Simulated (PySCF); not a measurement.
Molecule: SMILES O=C(OC)C(C)C, C5H10O2.

Geometry:
```json
{"atom": "C1", "x (Å)": "2.726", "y (Å)": "-0.614", "z (Å)": "0.120"}
{"atom": "O2", "x (Å)": "1.368", "y (Å)": "-0.496", "z (Å)": "0.502"}
{"atom": "C3", "x (Å)": "0.608", "y (Å)": "0.288", "z (Å)": "-0.275"}
{"atom": "O4", "x (Å)": "1.041", "y (Å)": "0.873", "z (Å)": "-1.233"}
{"atom": "C5", "x (Å)": "-0.826", "y (Å)": "0.319", "z (Å)": "0.210"}
{"atom": "C6", "x (Å)": "-1.625", "y (Å)": "1.371", "z (Å)": "-0.541"}
{"atom": "C7", "x (Å)": "-1.445", "y (Å)": "-1.076", "z (Å)": "0.107"}
{"atom": "H8", "x (Å)": "2.814", "y (Å)": "-0.983", "z (Å)": "-0.912"}
{"atom": "H9", "x (Å)": "3.236", "y (Å)": "0.359", "z (Å)": "0.181"}
{"atom": "H10", "x (Å)": "3.184", "y (Å)": "-1.324", "z (Å)": "0.819"}
{"atom": "H11", "x (Å)": "-0.775", "y (Å)": "0.583", "z (Å)": "1.281"}
{"atom": "H12", "x (Å)": "-2.653", "y (Å)": "1.423", "z (Å)": "-0.153"}
{"atom": "H13", "x (Å)": "-1.671", "y (Å)": "1.130", "z (Å)": "-1.614"}
{"atom": "H14", "x (Å)": "-1.167", "y (Å)": "2.366", "z (Å)": "-0.450"}
{"atom": "H15", "x (Å)": "-1.489", "y (Å)": "-1.407", "z (Å)": "-0.943"}
{"atom": "H16", "x (Å)": "-0.862", "y (Å)": "-1.813", "z (Å)": "0.676"}
{"atom": "H17", "x (Å)": "-2.473", "y (Å)": "-1.069", "z (Å)": "0.499"}
```

Geometry PBE0-D3(BJ)/def2-SVP throughout; GIAO in PySCF 2.14.0 with density-fitted response routines, gas phase, one conformer, non-relativistic; equivalent atoms averaged; functional PBE0.

For orientation, 6-31G gives these shifts δ (against TMS, H2O at the same level): C3 172.1, C1 49.0, C5 34.8, C6/C7 20.4, O4 413.2, O2 159.4, H8/H9/H10 3.79, H11 2.59, H12/H13/H14/H15/H16/H17 1.29 ppm.

A run gave: C3 192.0, C1 54.9, C5 36.2, C6/C7 22.1, O4 484.0, O2 179.7, H8/H9/H10 3.99, H11 2.44, H12/H13/H14/H15/H16/H17 1.33 ppm (shifts δ (against TMS, H2O at the same level)).

Which basis set was used in that run?
A. pcSseg-0
B. STO-3G
C. 6-31G*
D. 6-311+G(2d,p)

## Answers

A. O4 tells them apart best: pcSseg-0 gives 484.0, 6-31G* gives 383.2, STO-3G gives 407.4, 6-311+G(2d,p) gives 410.5 ppm.
